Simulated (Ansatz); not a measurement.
`[Cl][GeH]([Cl])[Cl]` → Cl₂ + `[Cl][GeH]` at 500 K and 1 bar (germylene formation by 1,1-elimination).

Computed with Ansatz on PBE0-D4/def2-TZVP structures; ΔE is electronic, products minus reactants. CBS: MP2 limit from def2 TZ/QZ plus the TZ coupled-cluster correction, frozen cores. This one scheme is used for every species. For Ge outer-core shells are correlated without core-valence functions, which leaves a few kJ/mol of doubt a bond. Scalar relativity is left out up to krypton.

```tsv
species	CCSD(T)/CBS energy (Eh)	H − E (kJ/mol)	S (J/(mol·K))
`[Cl][GeH]([Cl])[Cl]`	-3456.16971	67.7	374.5
Cl₂	-919.51390	19.6	240.8
`[Cl][GeH]`	-2536.49422	38.3	287.7
```

H − E and S are ideal-gas, rigid-rotor, harmonic terms from PBE0-D4/def2-TZVP. 1 Eh = 2625.50 kJ/mol, R = 8.31446 J/(mol·K).

By hand: ΔE, ΔH, ΔS and ΔG.

ΔE = (-919.51390) + (-2536.49422) − (-3456.16971) = 0.16159 Eh = 424.3 kJ/mol. Δ(H − E) = 19.6 + 38.3 − 67.7 = -9.8, so ΔH = 414.5 kJ/mol. ΔS = 240.8 + 287.7 − 374.5 = 154.0 J/(mol·K). ΔG = 414.5 − 500 × (154.0)/1000 = 337.5 kJ/mol.

By hand: the equilibrium constant, and the temperature at which ΔG would vanish if ΔH and ΔS stayed fixed.

log₁₀ K = −ΔG/(RT ln 10) = -35.3. ΔG = 0 at ΔH/ΔS = 2692 K, far beyond where these terms or the molecules hold.

The number of gas molecules changes by +1, which sets the sign of ΔS. A doubt of 5 kJ/mol in ΔE shifts log₁₀ K by 0.5 here. These are equilibria of isolated gas molecules and say nothing of rates. Largest T1 diagnostic: 0.013 (customary marks: 0.02 for closed shells, 0.045 for open ones).
